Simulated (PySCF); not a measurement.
## Exercise with solution: oscillator strength and radiative lifetime

C4H7BO2, SMILES B(OC=C=C)(O)C.

Geometry: B3LYP-D3(BJ)/def2-SVP. This is a generated structure with no PubChem entry under its InChIKey; it may be hypothetical. The values are those of a single conformer.

TDA-CAM-B3LYP/def2-SVPD (PySCF) puts the first singlet state with f over 0.02 at 7.15 eV (vertical), with the transition dipole (-1.834, 0.395, -0.358) in atomic units.

Question: Find the oscillator strength, the wavelength and the radiative lifetime that this transition would have in vacuum if emission retraced absorption.

Answer: 
|μ|² = 3.6477 au, so |μ| = 4.85 D. ΔE = 7.15/27.211 = 0.2628 hartree. f = (2/3) ΔE |μ|² = 0.639 (the program prints 0.638).
λ = 1239.84/7.15 = 173 nm; ν = 57669 cm⁻¹.
Einstein's coefficient A = 0.6670 ν² f s⁻¹ (ν in cm⁻¹) = 1.4e9 s⁻¹, so τ = 1/A = 0.71 ns. This state is S5; the lower singlets have f = 0.001, 0.008, 0.001, 0.011. The figure is the radiative limit of this one transition; relaxation, internal conversion, crossing to triplets and a medium change what is measured.
